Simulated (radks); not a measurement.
Results of a calculation; reference values are marked as such.
Question: Ionisation of W+, [Xe] 4f14 5d4 6s1, to W2+, [Xe] 4f14 5d4, under several functionals. Non-relativistic Kohn-Sham, spin-polarised, spherical densities, point nucleus; open shells are filled with parallel spins first (spin-orbit coupling, left out, can overturn this in heavy ions); a radial shooting solver on a logarithmic mesh with Libxc functionals. The NIST Atomic Spectra Database gives 16.4 eV (semi-empirical). Rank these functionals by the error of their Delta-SCF ionisation energy: AM05; revTPSS; HCTH/407; XLYP; exchange-only r2SCAN; OLYP; exchange-only B88.

Answer: From best to worst: AM05 14.579 eV (-1.791); XLYP 14.442 eV (-1.928); HCTH/407 14.332 eV (-2.038); revTPSS 14.279 eV (-2.091); exchange-only B88 14.270 eV (-2.100); OLYP 14.138 eV (-2.232); exchange-only r2SCAN 13.920 eV (-2.450). Relativity is left out here, which matters for elements this heavy. Open shells are spherical and high-spin; term and fine-structure splittings are not resolved.
